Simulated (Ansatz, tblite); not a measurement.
Removing an electron: SiIH3 (SiH₃I). Charge 0, multiplicity 1. Geometry: r2SCAN-D4/def2-TZVP. Ansatz, gas phase; energy differences of separate SCF runs; the oxidised species was run as a doublet alone.

Cartesian coordinates in Å:
```
Si -0.1613 -0.1267 0.0200
I 1.7513 1.3760 -0.2172
H -0.5112 -0.6585 -1.3162
H -1.2957 0.6397 0.5827
H 0.2169 -1.2304 0.9308
```

In the def2 sets I takes a core potential; there is no spin–orbit coupling. The xTB rows come from tblite. Correlated methods freeze 9 core orbitals; core or outer-core shells of I are correlated, in sets that lack core-valence functions. HOMO above LUMO, or a gap near zero within one spin, warns that the state may not be the lowest or that an electron is smeared out.

Q: Estimate orbital energies and vertical ionisation energies at: GFN1-xTB; GFN2-xTB; HF/def2-TZVPP; PBE-D4/def2-TZVP; r2SCAN-D4/def2-TZVP; PBE0-D4/def2-TZVP; MP2/def2-TZVPP; CCSD/def2-TZVPP; CCSD(T)/def2-TZVPP.

A: 
```
              level  −HOMO (eV)  vertical IE (eV)  −LUMO (eV)  HOMO–LUMO gap (eV)                                     remarks
           GFN1-xTB       11.88             15.26        5.75                6.13                                           –
           GFN2-xTB       11.43             14.61        6.02                5.41                                           –
      HF/def2-TZVPP           –              9.12           –                   –                                           –
   PBE-D4/def2-TZVP        6.60              9.83        1.66                4.95  gap within one spin near zero (+1 doublet)
r2SCAN-D4/def2-TZVP        6.90              9.94        1.31                5.59                                           –
  PBE0-D4/def2-TZVP        7.73              9.98        0.81                6.92                                           –
     MP2/def2-TZVPP           –             10.11           –                   –                                           –
    CCSD/def2-TZVPP           –              9.93           –                   –                                           –
 CCSD(T)/def2-TZVPP           –              9.98           –                   –                                           –
```

Relaxing the oxidised species (r2SCAN-D4/def2-TZVP) changes its energy by -0.14 eV at PBE-D4/def2-TZVP, so the adiabatic ionisation energy to this nearest minimum is 9.69 eV. At PBE0-D4/def2-TZVP it is 9.79 eV.    Raw xTB energy differences between charge states are shifted by several eV; the methods need an empirical correction for them.
